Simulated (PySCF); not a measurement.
A GIAO shielding run with PySCF 2.14.0 with density-fitted response routines (density fitting, non-relativistic, gas phase) on SMILES [SiH3][SiH2][SiH2]C[SiH2]O, CH12OSi4:

```
$ OMP_NUM_THREADS=1 python probes_run.py task.json out

{"job": {"kind": "nmr", "xc": "PBE0", "basis": "pcSseg-1"}, "charge": 0, "multiplicity": 1}
O      2.442559     0.464687     1.302736
Si     1.952135     0.981950    -0.159905
C      1.292034    -0.449129    -1.219697
Si     0.161719    -1.678989    -0.303153
Si    -1.742094    -0.608284     0.465322
Si    -2.489259     1.156472    -0.834468
H      3.037348    -0.272768     1.401488
H      0.903061     1.921630     0.216096
H      3.065810     1.631000    -0.862753
H      0.749112    -0.030717    -2.067102
H      2.131229    -0.996237    -1.651522
H      0.975027    -2.328326     0.741117
H     -0.137008    -2.772726    -1.246654
H     -2.820050    -1.608054     0.599933
H     -1.550097    -0.157106     1.854167
H     -3.930606     1.409485    -0.748899
H     -2.214841     0.917694    -2.257472
H     -1.834838     2.425735    -0.505650
```

Hardware: 1 thread of an Intel Xeon Platinum 8259CL, shared host. The job also computes population analyses, field gradients.

(1) How large is the calculation?

(2) How long does it take, and how much memory does it need?

## Answers

(1) 82 electrons, 190 basis functions and 1084 auxiliary functions.

(2) 40 s of wall time, with 13 SCF cycles and 4 response iterations; peak memory 0.9 GiB. Times on a shared host scatter by some tens of per cent.
